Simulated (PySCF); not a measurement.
SrSi: energy against distance

Set-up: PySCF, scalar-relativistic core potentials, basis sets Sr def2-SVPD with ECP28, Si def2-SVPD. Energies in eV from Sr + Si in their ground configurations at the same level. State: Ms = 1 determinant of mixed spin (⟨S²⟩ near 2.6), unpaired electrons π ↑↑.

All columns are PBE0. A positive dipole means Sr(−)Si(+).

```json
{"R (Å)": "2.546", "E (eV)": "-1.118", "μ (D)": "-3.79", "Mulliken charge on Sr (basis-dependent)": "0.26", "HOMO (eV)": "-4.00", "LUMO (eV)": "-1.98", "Mayer bond order": "1.45", "⟨S²⟩": "2.49"}
{"R (Å)": "2.664", "E (eV)": "-1.415", "μ (D)": "-4.10", "Mulliken charge on Sr (basis-dependent)": "0.31", "HOMO (eV)": "-4.09", "LUMO (eV)": "-2.03", "Mayer bond order": "1.37", "⟨S²⟩": "2.51"}
{"R (Å)": "2.782", "E (eV)": "-1.578", "μ (D)": "-4.38", "Mulliken charge on Sr (basis-dependent)": "0.34", "HOMO (eV)": "-4.18", "LUMO (eV)": "-2.09", "Mayer bond order": "1.30", "⟨S²⟩": "2.53"}
{"R (Å)": "2.871", "E (eV)": "-1.636", "μ (D)": "-4.59", "Mulliken charge on Sr (basis-dependent)": "0.36", "HOMO (eV)": "-4.24", "LUMO (eV)": "-2.13", "Mayer bond order": "1.24", "⟨S²⟩": "2.55"}
{"R (Å)": "2.960", "E (eV)": "-1.652", "μ (D)": "-4.80", "Mulliken charge on Sr (basis-dependent)": "0.37", "HOMO (eV)": "-4.30", "LUMO (eV)": "-2.18", "Mayer bond order": "1.20", "⟨S²⟩": "2.56"}
{"R (Å)": "3.049", "E (eV)": "-1.635", "μ (D)": "-5.01", "Mulliken charge on Sr (basis-dependent)": "0.38", "HOMO (eV)": "-4.36", "LUMO (eV)": "-2.23", "Mayer bond order": "1.16", "⟨S²⟩": "2.57"}
{"R (Å)": "3.167", "E (eV)": "-1.577", "μ (D)": "-5.28", "Mulliken charge on Sr (basis-dependent)": "0.38", "HOMO (eV)": "-4.43", "LUMO (eV)": "-2.29", "Mayer bond order": "1.11", "⟨S²⟩": "2.57"}
{"R (Å)": "3.315", "E (eV)": "-1.467", "μ (D)": "-5.61", "Mulliken charge on Sr (basis-dependent)": "0.38", "HOMO (eV)": "-4.52", "LUMO (eV)": "-2.37", "Mayer bond order": "1.06", "⟨S²⟩": "2.57"}
{"R (Å)": "3.493", "E (eV)": "-1.304", "μ (D)": "-5.95", "Mulliken charge on Sr (basis-dependent)": "0.37", "HOMO (eV)": "-4.43", "LUMO (eV)": "-2.47", "Mayer bond order": "1.00", "⟨S²⟩": "2.56"}
{"R (Å)": "3.730", "E (eV)": "-1.073", "μ (D)": "-6.28", "Mulliken charge on Sr (basis-dependent)": "0.34", "HOMO (eV)": "-4.35", "LUMO (eV)": "-2.57", "Mayer bond order": "0.92", "⟨S²⟩": "2.52"}
```

A fit through these points gives, at Re = 2.955 Å, μ = -4.79 D and dμ/dR = -2.34 D/Å; the reduced mass is 21.22 u.

How strong is the fundamental in the double-harmonic approximation, I = 42.26·(dμ/dR)²/μred km/mol?

I = 42.26·(-2.34)²/21.22 = 10.9 km/mol at PBE0.

Spin–orbit coupling is left out. The state is the lowest determinant that a PBE0 search found; another state may lie lower at other levels.
